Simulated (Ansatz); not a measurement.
Geometry optimisation, Ansatz, RKS PBE/STO-3G.

Input file:

```yaml
crystal:
  periodic: [false, false, false]
  atoms:
    - { symbol: Si, position_ang: [0.0, 0.0, 0.0] }
    - { symbol: F, position_ang: [0.0, 0.0, 1.59] }
    - { symbol: H, position_ang: [1.3768, 0.0, -0.4862] }
    - { symbol: "N", position_ang: [-0.8572, 1.4851, -0.6061] }
    - { symbol: C, position_ang: [-2.2719, 1.4087, -0.9981] }
    - { symbol: H, position_ang: [-2.8245, 0.7784, -0.2704] }
    - { symbol: H, position_ang: [-2.7088, 2.429, -1.0098] }
    - { symbol: H, position_ang: [-2.3521, 0.9607, -2.0106] }
    - { symbol: C, position_ang: [-0.1354, 2.762, -0.7039] }
    - { symbol: H, position_ang: [-0.2436, 3.1711, -1.73] }
    - { symbol: H, position_ang: [-0.5567, 3.4827, 0.0276] }
    - { symbol: H, position_ang: [0.9399, 2.5975, -0.4831] }
    - { symbol: O, position_ang: [-0.7913, -1.3709, -0.5594] }
    - { symbol: Si, position_ang: [-1.673, -2.4329, 0.3983] }
    - { symbol: H, position_ang: [-1.2634, -2.287, 1.792] }
    - { symbol: H, position_ang: [-3.0964, -2.1323, 0.2761] }
    - { symbol: H, position_ang: [-1.4264, -3.8036, -0.0398] }
basis:
  gaussian: { orbitals: STO-3G }
hamiltonian:
  xc: pbe
relax:
  f_tol: 0.02
  max_steps: 40
output:
  orbitals: {}
```

Launched with:

```bash
$ ansatz run input.yaml --threads 1 --pin off --max-ram 2048MiB --backend cpu --events-out ev --progress --plain --runs-dir out
```

Where does it end, and by what steps?

The run converged. The force dipped under the threshold on the way, but the program's further checks kept it going. Limits of this set-up: minimal basis. After 35 steps the energy has fallen by 0.500 eV; H10 moved furthest, 1.43 Å.

| step | energy less start (eV) | largest force component (eV/Å) | accepted |
| --- | --- | --- | --- |
| 0 | 0.0000 | 2.359 | yes |
| 2 | -0.2984 | 0.250 | yes |
| 4 | -0.3787 | 0.571 | yes |
| 6 | -0.4476 | 0.121 | yes |
| 8 | -0.4663 | 0.141 | yes |
| 10 | -0.4694 | 0.108 | yes |
| 12 | -0.4706 | 0.029 | yes |
| 14 | -0.4710 | 0.025 | yes |
| 16 | -0.4722 | 0.061 | yes |
| 18 | -0.4750 | 0.115 | yes |
| 20 | -0.4816 | 0.187 | yes |
| 22 | -0.4897 | 0.064 | yes |
| 24 | -0.4944 | 0.113 | yes |
| 26 | -0.4980 | 0.049 | yes |
| 28 | -0.4990 | 0.046 | yes |
| 30 | -0.4998 | 0.027 | yes |
| 32 | -0.5003 | 0.028 | yes |
| 34 | -0.5004 | 0.011 | yes |
| 35 | -0.5005 | 0.007 | yes |

```xyz
17
Properties=species:S:1:pos:R:3
Si -0.077 0.217 0.572
F -0.891 -0.071 1.979
H 1.324 0.603 0.726
N -0.866 1.623 -0.162
C -2.336 1.564 -0.425
H -2.840 1.056 0.424
H -2.750 2.594 -0.506
H -2.611 1.024 -1.367
C -0.143 2.333 -1.259
H -0.246 1.847 -2.262
H -0.528 3.373 -1.357
H 0.939 2.386 -1.014
O -0.084 -1.248 -0.308
Si -1.409 -2.304 -0.010
H -1.311 -2.973 1.287
H -2.719 -1.655 -0.078
H -1.338 -3.318 -1.054
```

The run took 5.5 min on 1 thread of Arm Neoverse N1 (shared host), peak memory 0.19 GiB.
